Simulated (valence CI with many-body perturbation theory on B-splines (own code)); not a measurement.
**Level structure of Sb44+**

Calculated by valence CI with perturbative core correlation (CI+MBPT): five valence electrons over a frozen Dirac-Fock core [He], a basis of 11 s, 11 p, 10 d, 8 f, 5 g, 2 h functions for each j, with the one-electron correlation potential Σ1 (screened to all orders), the two-electron term Σ2, the three-electron term Σ3, Breit, model QED; selected single and double excitations, second order for the rest, scaled by the run's own slope (own B-spline code, finite nucleus).

No measured spectrum was set against this ion. As an estimate, large intervals hold to a few tenths of a per cent, small ones and those within an open d or f shell to about a per cent. Among the levels kept, up to 7200 cm⁻¹ of a level comes from second order outside the variational space, and about a tenth of that is noise between levels of different J, which matters for small intervals.

Levels 91 to 135 of 200, with energies above the lowest level, (2s^2 2p1/2^2 2p3/2) J=3/2. "Leading %" is the weight of the configuration and term that name the level; weights of strongly mixed levels are sums over their largest components and can fall short, so below about 35 % the name and the second component can differ from the true leading terms, or belong to a minority configuration. In the jj column 3d3/2^4 stands for four electrons in 3d with j = 3/2. Lifetimes count E1, E2, E3, M1 and M2 decay at the calculated energies, and are blank where another channel may lead or the interval is too uncertain; long ones can be off by a factor of two.

| No. | Configuration | Term | J | E (Ry) | Leading % | Lifetime | Leading jj | Second component |
| --- | --- | --- | --- | --- | --- | --- | --- | --- |
| 91 | 2s²2p²3p | ²P° | 3/2 | 350.17 | 56 | 189 fs | 2s^2 2p3/2^2 3p3/2 (91 %) | 13 % 2s²2p²3p ²D° |
| 92 | 2s2p³3d | ⁴D° | 7/2 | 350.21 | 28 | 16.0 fs | 2s 2p1/2^2 2p3/2 3d5/2 (93 %) | 23 % 2s2p³3d ²F° |
| 93 | 2s2p³3s | ²D° | 5/2 | 350.24 | 73 | 15.6 fs | 2s 2p1/2 2p3/2^2 3s (94 %) | 20 % 2s2p³3s ⁴D° |
| 94 | 2s2p³3d | ²D° | 5/2 | 350.82 | 31 | 2.65 fs | 2s 2p1/2^2 2p3/2 3d5/2 (92 %) | 12 % 2s2p³3d ⁴F° |
| 95 | 2s2p³3d | ²P° | 3/2 | 350.94 | 26 | 3.77 fs | 2s 2p1/2^2 2p3/2 3d5/2 (94 %) | 16 % 2s2p³3d ⁴P° |
| 96 | 2s2p³3p | ⁶P | 3/2 | 351.21 | 36 | 22.8 fs | 2s 2p1/2 2p3/2^2 3p1/2 (96 %) | 20 % 2s2p³3p ⁴D |
| 97 | 2s2p³3p | ⁴F | 5/2 | 351.86 | 26 | 8.11 fs | 2s 2p1/2 2p3/2^2 3p1/2 (89 %) | 19 % 2s2p³3p ⁴P |
| 98 | 2s2p³3s | ⁴P° | 1/2 | 351.88 | 83 | 38.5 fs | 2s 2p1/2 2p3/2^2 3s (99 %) | 14 % 2s2p³3s ²P° |
| 99 | 2s²2p²3d | ²D | 3/2 | 352.50 | 34 | 3.40 fs | 2s^2 2p3/2^2 3d3/2 (96 %) | 22 % 2s²2p²3d ⁴P |
| 100 | 2s²2p²3d | ⁴D | 5/2 | 352.64 | 26 | 4.41 fs | 2s^2 2p3/2^2 3d3/2 (82 %) | 18 % 2s²2p²3d ²F |
| 101 | 2s²2p²3d | ²F | 7/2 | 352.66 | 33 | 2.74 fs | 2s^2 2p3/2^2 3d3/2 (82 %) | 23 % 2s²2p²3d ²G |
| 102 | 2s²2p²3d | ²P | 1/2 | 352.69 | 52 | 3.73 fs | 2s^2 2p3/2^2 3d3/2 (82 %) | 30 % 2s²2p²3d ⁴P |
| 103 | 2s2p³3s | ⁴S° | 3/2 | 353.07 | 35 | 63.8 fs | 2s 2p1/2 2p3/2^2 3s (94 %) | 20 % 2s2p³3s ⁴D° |
| 104 | 2s2p³3s | ²S° | 1/2 | 353.17 | 48 | 17.5 fs | 2s 2p1/2 2p3/2^2 3s (96 %) | 40 % 2s2p³3s ⁴D° |
| 105 | 2s²2p²3d | ²F | 7/2 | 353.18 | 54 | 114 fs | 2s^2 2p3/2^2 3d5/2 (95 %) | 33 % 2s²2p²3d ⁴D |
| 106 | 2s²2p²3d | ⁴F | 9/2 | 353.27 | 59 | 56.0 ps | 2s^2 2p3/2^2 3d5/2 (98 %) | 39 % 2s²2p²3d ²G |
| 107 | 2s2p³3s | ²D° | 3/2 | 353.80 | 79 | 20.4 fs | 2s 2p1/2 2p3/2^2 3s (94 %) | 9 % 2s2p³3s ⁴S° |
| 108 | 2s2p³3s | ²D° | 5/2 | 353.92 | 79 | 95.9 fs | 2s 2p1/2 2p3/2^2 3s (95 %) | 12 % 2s2p³3s ⁴D° |
| 109 | 2s2p³3s | ²P° | 3/2 | 353.94 | 37 | 40.0 fs | 2s 2p1/2 2p3/2^2 3s (93 %) | 34 % 2s2p³3s ⁴P° |
| 110 | 2s2p³3p | ²F | 7/2 | 354.01 | 33 | 708 fs | 2s 2p1/2 2p3/2^2 3p1/2 (85 %) | 30 % 2s2p³3p ⁴F |
| 111 | 2s²2p²3d | ²S | 1/2 | 354.12 | 38 | 3.67 fs | 2s^2 2p3/2^2 3d5/2 (83 %) | 36 % 2s²2p²3d ²P |
| 112 | 2s2p³3s | ²P° | 1/2 | 354.74 | 86 | 36.9 fs | 2s 2p1/2 2p3/2^2 3s (98 %) | 7 % 2s2p³3s ²S° |
| 113 | 2s²2p²3d | ²P | 3/2 | 354.76 | 47 | 3.12 fs | 2s^2 2p3/2^2 3d5/2 (66 %) | 21 % 2s²2p²3d ²D |
| 114 | 2s²2p²3d | ²D | 5/2 | 355.20 | 49 | 3.33 fs | 2s^2 2p3/2^2 3d5/2 (79 %) | 11 % 2s²2p²3d ²F |
| 115 | 2s2p³3p | ⁴P | 5/2 | 355.30 | 42 | 12.4 fs | 2s 2p1/2 2p3/2^2 3p1/2 (83 %) | 18 % 2s2p³3p ²D |
| 116 | 2s²2p²3d | ²D | 3/2 | 355.96 | 73 | 2.17 fs | 2s^2 2p3/2^2 3d3/2 (64 %) | 6 % 2s²2p²3d ⁴P |
| 117 | 2s2p³3p | ⁴D | 1/2 | 356.35 | 64 | 24.4 fs | 2s 2p1/2 2p3/2^2 3p1/2 (91 %) | 22 % 2s2p³3p ²P |
| 118 | 2s²2p²3d | ²D | 5/2 | 356.79 | 64 | 3.36 fs | 2s^2 2p3/2^2 3d5/2 (93 %) | 13 % 2s²2p²3d ²F |
| 119 | 2s2p³3p | ⁶P | 7/2 | 356.87 | 44 | 116 fs | 2s 2p1/2 2p3/2^2 3p3/2 (96 %) | 30 % 2s2p³3p ⁴F |
| 120 | 2s2p³3p | ⁴P | 5/2 | 356.96 | 32 | 17.4 fs | 2s 2p1/2 2p3/2^2 3p3/2 (94 %) | 23 % 2s2p³3p ⁴D |
| 121 | 2s2p³3p | ⁴P | 1/2 | 357.19 | 60 | 117 fs | 2s 2p1/2 2p3/2^2 3p1/2 (70 %) | 31 % 2s2p³3p ⁴D |
| 122 | 2s2p³3p | ⁴F | 3/2 | 357.44 | 26 | 24.1 fs | 2s 2p1/2 2p3/2^2 3p1/2 (96 %) | 15 % 2s2p³3p ⁴P |
| 123 | 2s2p³3p | ²P | 1/2 | 357.67 | 48 | 7.57 fs | 2s 2p1/2 2p3/2^2 3p3/2 (62 %) | 46 % 2s2p³3p ⁴P |
| 124 | 2s2p³3p | ²F | 5/2 | 358.06 | 57 | 28.8 fs | 2s 2p1/2 2p3/2^2 3p1/2 (96 %) | 16 % 2s2p³3p ²D |
| 125 | 2s2p³3p | ⁴D | 3/2 | 358.10 | 27 | 53.8 fs | 2s 2p1/2 2p3/2^2 3p1/2 (77 %) | 18 % 2s2p³3p ²D |
| 126 | 2s2p³3p | ⁴P | 3/2 | 358.88 | 49 | 9.25 fs | 2s 2p1/2 2p3/2^2 3p3/2 (82 %) | 28 % 2s2p³3p ²D |
| 127 | 2s2p³3p | ⁴F | 9/2 | 359.30 | 99 | 2.94 ps | 2s 2p1/2 2p3/2^2 3p3/2 (99 %) |  |
| 128 | 2s2p³3p | ⁴D | 7/2 | 359.37 | 63 | 24.5 fs | 2s 2p1/2 2p3/2^2 3p3/2 (99 %) | 36 % 2s2p³3p ²F |
| 129 | 2s2p³3p | ²P | 3/2 | 359.85 | 68 | 7.10 fs | 2s 2p1/2 2p3/2^2 3p1/2 (55 %) | 15 % 2s2p³3p ²D |
| 130 | 2s2p³3p | ⁴P | 1/2 | 359.96 | 42 | 26.0 fs | 2s 2p1/2 2p3/2^2 3p1/2 (96 %) | 32 % 2s2p³3p ²S |
| 131 | 2s2p³3p | ²P | 3/2 | 359.97 | 37 | 85.2 fs | 2s 2p1/2 2p3/2^2 3p3/2 (52 %) | 20 % 2s2p³3p ⁴P |
| 132 | 2s2p³3p | ²D | 5/2 | 360.99 | 60 | 9.37 fs | 2s 2p1/2 2p3/2^2 3p3/2 (98 %) | 23 % 2s2p³3p ⁴P |
| 133 | 2s2p³3d | ⁶D° | 3/2 | 361.78 | 37 | 20.5 fs | 2s 2p1/2 2p3/2^2 3d3/2 (96 %) | 23 % 2s2p³3d ⁴D° |
| 134 | 2s2p³3d | ⁶D° | 1/2 | 361.88 | 41 | 23.5 fs | 2s 2p1/2 2p3/2^2 3d3/2 (95 %) | 21 % 2s2p³3d ⁴D° |
| 135 | 2s2p³3d | ⁶D° | 5/2 | 361.94 | 36 | 13.4 fs | 2s 2p1/2 2p3/2^2 3d3/2 (90 %) | 31 % 2s2p³3d ⁴F° |

Where two levels of one J and parity lie close, their mixing, g and order are uncertain.
